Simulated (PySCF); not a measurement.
**Mayer bond orders and bond lengths**

Compound: C₆H₅NOSe₂.
Numbering: `[CH3:1][O:2]/[CH:3]=[C:4]1/[Se:5][CH:6]=[C:7]([C:8]#[N:9])[Se:10]1` (hydrogens: H11, H12, H13 on C1; H14 on C3; H15 on C6)

Structure used (PBE0-D3(BJ)/def2-SVP), in Å, numbered top down from 1:
```
atom  x, y, z in Å
C1    -3.3169   -0.7879    0.2782
O2    -1.9271   -0.6610    0.4296
C3    -1.3338    0.3459   -0.2438
C4     0.0040    0.4489   -0.2364
Se5    0.9799    1.8342   -1.0997
C6     2.6239    1.1240   -0.5940
C7     2.6743    0.0050    0.1598
C8     3.8934   -0.5836    0.5844
N9     4.8778   -1.0831    0.9444
Se10   1.0529   -0.8354    0.6977
H11   -3.6359   -1.6191    0.9193
H12   -3.5931   -1.0167   -0.7660
H13   -3.8437    0.1287    0.5979
H14   -1.9815    1.0590   -0.7664
H15    3.5215    1.6495   -0.9271
```

Bond orders from the PBE0/pcSseg-1 density (PySCF). Isolated species at its PBE0-D3(BJ)/def2-SVP geometry (one conformer only). The calculation is non-relativistic, for selenium too.

**Question.** Where do the orders between heavy atoms depart from those drawn in the SMILES?

**Answer.** The largest departure is 0.417, at C6–C7 (drawn double, 1.583). Drawn single, order above 1.12: Se5–C6 (1.135). Drawn double or triple, more than 0.30 short of the drawn order: C3–C4 (1.672) and C6–C7 (1.583).

**Question.** Give the Mayer order of every bond between heavy atoms, beside its length.

**Answer.** 
```tsv
bond	drawn as	length (Å)	Mayer order
C1–O2	single	1.404	0.895
O2–C3	single	1.349	1.019
C3–C4	double	1.342	1.672
C4–Se5	single	1.902	1.002
Se5–C6	single	1.861	1.135
C6–C7	double	1.350	1.583
C7–C8	single	1.419	1.039
C8–N9	triple	1.161	2.999
C7–Se10	single	1.904	1.006
Se10–C4	single	1.903	0.995
```

By pair of heavy elements: C–O: lowest C1–O2 (0.895, 1.404 Å), highest O2–C3 (1.019, 1.349 Å). C–C: lowest C7–C8 (1.039, 1.419 Å), highest C3–C4 (1.672, 1.342 Å). C–Se: lowest Se10–C4 (0.995, 1.903 Å), highest Se5–C6 (1.135, 1.861 Å).

**Question.** And the bonds to hydrogen?

**Answer.** C–H: 0.94 to 0.97 (5 bonds).

**Question.** Sum the orders of all bonds at each heavy atom with more than one neighbour and set the sums beside the valence in the SMILES.

**Answer.** C1 3.781 (drawn 4), O2 1.914 (drawn 2), C3 3.639 (drawn 4), C4 3.669 (drawn 4), Se5 2.137 (drawn 2), C6 3.661 (drawn 4), C7 3.628 (drawn 4), C8 4.038 (drawn 4), Se10 2.001 (drawn 2). Orders between atoms that aren't bonded are not in these sums.

Mayer orders depend on the basis set.
